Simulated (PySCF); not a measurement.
Sn(F)2 anion (F2Sn), SMILES [F][Sn][F] (connectivity only; charge and spin as stated), charge -1, multiplicity 2.

Coordinates come from a B3LYP-D3(BJ)/def2-SVPD optimisation. The multiplicity is an assumed one; other spin states were not compared. The isomer is the one that the SMILES or the coordinates give; other isomers of the formula were not compared. The def2 effective core potentials stand for the cores of Sn; spin–orbit coupling is left out.

The numbers are results of IEF-PCM-PBE0/def2-SVPD (PySCF 2.14.0), not measurements.

The values are the electrostatic part of the solvation free energy, E(continuum) − E(gas) at the gas-phase geometry, in a cavity of scaled van der Waals radii (PySCF's table); cavitation and dispersion terms are not included. A continuum can't describe solvent molecules that bind to the metal.

**Question.** Estimate the values in water (ε = 78.36), acetonitrile (ε = 35.69), acetone (ε = 20.49). (An estimate is asked for; the answer gives what the named calculation found.)

**Answer.** 
```tsv
solvent	ε	ΔG(elec) (kcal/mol)
water	78.36	-58.0
acetonitrile	35.69	-57.1
acetone	20.49	-55.8
```
